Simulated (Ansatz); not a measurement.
C₄H₁₁GaO, singlet, at a GFN2-xTB geometry (such geometries of metal compounds can be far from the true shape), atoms displaced at random by about 0.08 Å a coordinate; Ansatz (a first-principles code) with HF/STO-3G, gradient.

Here is a job for Ansatz.
Ansatz 0.2 input:
```yaml
crystal:
  periodic: [false, false, false]
  atoms:
    - {symbol: Ga, position_ang: [0.46370499, -0.31411199, 1.48463385]}
    - {symbol: H, position_ang: [-0.65693350, -0.51157916, 2.72563329]}
    - {symbol: H, position_ang: [1.88786620, -0.69967085, 1.77731631]}
    - {symbol: O, position_ang: [0.26936834, -0.05570329, -0.12630426]}
    - {symbol: C, position_ang: [-0.28757497, 0.23631232, -1.29140570]}
    - {symbol: C, position_ang: [-1.33843076, 1.44501712, -0.93670310]}
    - {symbol: C, position_ang: [0.71625568, 0.77624105, -2.08965298]}
    - {symbol: C, position_ang: [-1.07650515, -0.76924313, -1.79801393]}
    - {symbol: H, position_ang: [-2.01013749, 1.71324221, -1.79701076]}
    - {symbol: H, position_ang: [-0.82954389, 2.33082362, -0.42432911]}
    - {symbol: H, position_ang: [-2.28680113, 1.10632808, -0.10495399]}
    - {symbol: H, position_ang: [1.20208608, 1.69031080, -1.70002623]}
    - {symbol: H, position_ang: [0.30671489, 1.21634513, -3.17717128]}
    - {symbol: H, position_ang: [1.38057492, 0.19502653, -2.41335333]}
    - {symbol: H, position_ang: [-1.86555706, -1.21864047, -1.19765954]}
    - {symbol: H, position_ang: [-0.23176361, -1.61876205, -2.23084961]}
    - {symbol: H, position_ang: [-1.49263593, -0.52016137, -2.83526479]}
basis:
  gaussian:
    orbitals: STO-3G
hamiltonian:
  xc: hf
output: {forces: true}
```

Output, abridged:

```
Functional definition: HF
697 factors; integrals over basis functions are off by at most 4.6e-5 eV
mean field evaluation 1: about -57973.5539 eV, gradient 2.5e1 eV
mean field evaluation 2: about -57973.9272 eV, gradient 2.5e1 eV
mean field evaluation 4: about -57976.3453 eV, gradient 2.4e0 eV
mean field evaluation 8: about -57976.3839 eV, gradient 8.8e-2 eV
mean field -57976.38250745 eV, -2130.5927593452 hartree, gradient 2.2e-5 eV, S^2 0.000000; 0 other end points of the search recorded, 0 dependent functions left out
the calculation of the forces begins
reference -57976.38250745 eV, -2130.5927593452 hartree; 37, 37 occupied and 17, 17 virtual orbitals, 697 factors
Total energy: -57976.38250745 eV, -2130.5927593452 hartree
Atom 0 at     0.463705    -0.314112     1.484634 Å, force    -1.391518    -0.355512    -3.536079 eV/Å
Atom 1 at    -0.656933    -0.511579     2.725633 Å, force     2.286779     0.609838    -2.707472 eV/Å
Atom 2 at     1.887866    -0.699671     1.777316 Å, force    -1.759737     0.644803    -0.233035 eV/Å
Atom 3 at     0.269368    -0.055703    -0.126304 Å, force     3.733062    -3.308370    11.166617 eV/Å
Atom 4 at    -0.287575     0.236312    -1.291406 Å, force    -5.592915     8.250502     6.690520 eV/Å
Atom 5 at    -1.338431     1.445017    -0.936703 Å, force    -4.865266    -0.259869     3.447726 eV/Å
Atom 6 at     0.716256     0.776241    -2.089653 Å, force    -2.323135    12.403127    -8.280901 eV/Å
Atom 7 at    -1.076505    -0.769243    -1.798014 Å, force    -0.307543   -10.852623   -10.149179 eV/Å
Atom 8 at    -2.010137     1.713242    -1.797011 Å, force     1.805959     0.328462     0.634872 eV/Å
Atom 9 at    -0.829544     2.330824    -0.424329 Å, force    -0.891321    -1.526390    -1.581820 eV/Å
Atom 10 at    -2.286801     1.106328    -0.104954 Å, force     4.981863     0.862509    -3.406885 eV/Å
Atom 11 at     1.202086     1.690311    -1.700026 Å, force    -0.429422    -1.219075     0.463587 eV/Å
Atom 12 at     0.306715     1.216345    -3.177171 Å, force     0.951455    -1.822083     4.422029 eV/Å
Atom 13 at     1.380575     0.195027    -2.413353 Å, force     7.117630    -6.675041    -2.364718 eV/Å
Atom 14 at    -1.865557    -1.218640    -1.197660 Å, force     0.534790     0.188331     0.283228 eV/Å
Atom 15 at    -0.231764    -1.618762    -2.230850 Å, force    -4.024035     2.556424     2.632645 eV/Å
Atom 16 at    -1.492636    -0.520161    -2.835265 Å, force     0.173354     0.174968     2.518864 eV/Å
Dipole moment:    -0.130859     0.087332    -0.217192 e Å
```
